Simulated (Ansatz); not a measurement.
Cost and result for the atomization energy of CH$_{5}$FGeSSi, SMILES `F[Si@H]1S[C@@H]1[GeH3]` (10 atoms, 10 bonds).

| atom | x (Å) | y (Å) | z (Å) |
| --- | --- | --- | --- |
| F1 | 0.473 | 2.382 | -1.922 |
| Si2 | -0.333 | 1.393 | -0.976 |
| S3 | -1.067 | -0.385 | -1.719 |
| C4 | 0.402 | -0.209 | -0.519 |
| Ge5 | 0.132 | -1.067 | 1.211 |
| H6 | -1.118 | 2.211 | -0.040 |
| H7 | 1.335 | -0.471 | -1.013 |
| H8 | -1.094 | -0.431 | 1.882 |
| H9 | -0.112 | -2.572 | 1.013 |
| H10 | 1.381 | -0.852 | 2.086 |

The species carries charge 0 and has multiplicity 1. Correlated methods include outer-core shells of Ge, which these sets cover unevenly. Scalar relativity is left out up to krypton. The geometry is a stationary point of PBE0-D4/def2-TZVP. Program: Ansatz. All runs use 4 threads of an Arm Neoverse V2 on a shared host. Times are those of one run each, without the atoms' runs, and a repeat can differ threefold. Electronic energies, without spin–orbit coupling; frozen cores. CCSD(T)/CBS adds CCSD(T) − MP2 in def2-TZVPP to the MP2 limit, and its time is that of the two runs behind it. T1 = 0.012. With those shells the extrapolation isn't a true limit. B3LYP takes the VWN-RPA correlation (the form of Gaussian; ORCA's B3LYP/G).

CCSD(T)/CBS is a level of theory with its own doubt, some kJ/mol a heavy atom from the limit and from the frozen cores, so smaller differences don't rank the functionals.

```
                             level  functions  wall time
   PBE-D4/def2-TZVPP (with forces)        264      3.1 s
                PBE0-D4/def2-TZVPP        264      4.3 s
r2SCAN-D4/def2-TZVPP (with forces)        264        7 s
 B3LYP-D4/def2-TZVPP (with forces)        264        7 s
                 B2PLYP/def2-TZVPP        264      7.5 s
                ωB97X-V/def2-TZVPP        264       11 s
  ωB97M-V/def2-TZVPP (with forces)        264       15 s
                    MP2/def2-QZVPP        493       29 s
                CCSD(T)/def2-TZVPP        264    4.6 min
                 CCSD(T)/CBS(def2)          –    5.1 min
```

Problem. What atomization energy does each give, and how far from CCSD(T)/CBS? (Best estimate.)

Solution. Computed: 
```
                             level  atomization (kcal/mol)  difference from CCSD(T)/CBS  per bond
   PBE-D4/def2-TZVPP (with forces)                   804.5                          4.1       0.4
                PBE0-D4/def2-TZVPP                   793.1                         -7.3      -0.7
r2SCAN-D4/def2-TZVPP (with forces)                   801.2                          0.8       0.1
 B3LYP-D4/def2-TZVPP (with forces)                   788.9                        -11.5      -1.1
                 B2PLYP/def2-TZVPP                   783.2                        -17.2      -1.7
                ωB97X-V/def2-TZVPP                   803.0                          2.6       0.3
  ωB97M-V/def2-TZVPP (with forces)                   797.3                         -3.1      -0.3
                    MP2/def2-QZVPP                   805.0                          4.6       0.5
                CCSD(T)/def2-TZVPP                   778.1                        -22.3      -2.2
                 CCSD(T)/CBS(def2)                   800.4                          0.0       0.0
```

The D4 term adds +10.8 kcal/mol with B3LYP and +5.6 kcal/mol with PBE0; it sums over pairs of atoms, weighted by their polarisabilities, and B3LYP, whose exchange is more repulsive, gets the larger term. From PBE to PBE0 (25 % exact exchange), in def2-TZVPP and without D4, the atomization energy moves by −10.3 kcal/mol: exact exchange takes away binding that semilocal exchange gives to molecules. In def2-TZVPP, CCSD(T) changes the Hartree–Fock value by +205.5 kcal/mol (the triples alone add +13.9 kcal/mol) and MP2 by +219.2 kcal/mol; breaking electron pairs costs correlation energy, which Hartree–Fock lacks.
